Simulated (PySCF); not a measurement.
Si(Cl)3(vinyl) (C₂H₃Cl₃Si), SMILES C=C[Si](Cl)(Cl)Cl.

Geometry: TPSSh-D3(BJ)/def2-SVP. Other conformers were not sampled.

The numbers are results of PBE/def2-TZVP run with PySCF, not measurements.

Isolated molecule, no solvent.

* **total energy**: -1747.51842 hartree
* **point group**: Cs
* **highest occupied level**: -7.43 eV
* **lowest empty level**: -2.28 eV
* **orbital gap**: 5.16 eV
* **dipole moment**: 2.14 D
* **quadrupole, principal values (traceless, Buckingham form, about the centre of nuclear charge)**: -5.41, -0.35, 5.76 D·Å
* **mean static polarisability**: 84.0 bohr³ (12.45 Å³)
* **polarisability, principal values**: 75.4, 78.5, 98.2 bohr³
